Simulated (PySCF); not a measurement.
Dipole moment and polarisability of cyclo-(H2GeS)3

Species: cyclo-(H2GeS)3.
Geometry (PBE0-D3(BJ)/def2-SVP, Å), atoms numbered from 1 in this order:
```
atom  x, y, z in Å
Ge1    0.1440    1.9405    0.0446
H2     0.5678    3.4105   -0.0440
H3    -1.2957    1.7422    0.5558
S4     1.5560    0.9648    1.4689
Ge5    0.6002   -1.0492    1.5418
H6     1.3582   -1.8554    2.6021
H7    -0.8992   -0.8823    1.8541
S8     0.8198   -2.1644   -0.3756
Ge9   -0.5279   -0.9158   -1.6390
H10   -0.6129   -1.6129   -3.0014
H11   -1.8906   -0.7814   -0.9329
S12    0.2959    1.1207   -2.0236
```

Level: PBE0/def2-SVPD (PySCF), static field, nuclei fixed, core orbitals frozen in the response. The polarisability tensor in these axes (au):

```
x   124.32   1.03  14.54
y     1.03 164.76  -0.35
z    14.54  -0.35 159.68
```

Task: What are the eigenvalues, a third of the trace, and Δα (Δα² = ½Σ(αi − αj)² over the three pairs)?

Result: Principal values 119.08, 164.78 and 164.89 au; mean 149.59 au = 22.17 Å³ = 24.66 × 10⁻⁴⁰ C²·m²/J; Δα = 45.76 au (31 % of the mean).

Task: What is the dipole moment, and where does it point?

Result: (-1.95, 0.04, 0.70) D, 2.07 D in size, pointing from the negative to the positive side. Measured along this direction, the outermost atoms are S4, S8 and S12 at the negative end and H7, H11 and H3 at the positive end.

Task: Sum over states: ᾱ = Σ f/ω², ω in Eh. What share falls to these 15 lowest TDDFT singlets (eV, f)? 5.19, 0.0000; 5.30, 0.0102; 5.31, 0.0114; 5.42, 0.0146; 5.42, 0.0151; 5.43, 0.0133; 5.68, 0.0000; 5.69, 0.0000; 5.79, 0.0180; 5.96, 0.0000; 6.00, 0.0054; 6.01, 0.0033; 6.02, 0.0080; 6.11, 0.0012; 6.12, 0.0013.

Result: They add up to 2.44 au, 1.6 % of the 149.59 au; the largest single term is 0.40 au, from the state at 5.79 eV. Terms in order: 0.00, 0.27, 0.30, 0.37, 0.38, 0.33, 0.00, 0.00, 0.40, 0.00, 0.11, 0.07, 0.16, 0.02, 0.02 au. Higher excitations give the rest. The strengths listed sum to 0.102.

Task: In a dilute gas of rigid molecules at 250 K, how does the orientational term μ²/3kT compare with the electronic polarisability?

Result: In Gaussian units μ²/3kT = 41.38 Å³ against 22.17 Å³, a ratio of 1.87; the Debye molar polarisation (4π/3)N_A(α + μ²/3kT) is 160.3 cm³/mol, leaving out the vibrational part.

Task: Find the Langevin capture rate constant for H3+ (3.023 u) meeting this molecule (323.727 u), k = 2.342 × 10⁻⁹ cm³/s × √(α in Å³ / reduced mass in u).

Result: The reduced mass is 3.00 u, so k = 6.37 × 10⁻⁹ cm³/s. The formula leaves out the permanent dipole, which adds to the capture rate.

Task: Refractivity n − 1 of an ideal gas of it at 350 K and 1 atm, from the electronic α?

Result: N = p/kT = 2.0968 × 10¹⁹ cm⁻³, so n − 1 = 2π × N × 22.17 × 10⁻²⁴ cm³ = 2920 × 10⁻⁶ at long wavelengths, for an ideal gas.

Task: Estimate the molar refractivity from the static electronic polarisability.

Result: Lorentz–Lorenz: R = (4π/3)N_A α = 2.5225 cm³/(mol·Å³) × 22.17 Å³ = 55.9 cm³/mol, in the limit of long wavelengths.

One conformer (not necessarily the lowest) at the PBE0-D3(BJ)/def2-SVP geometry, without solvent, vibrations or thermal averaging. The calculation is non-relativistic, for germanium too.
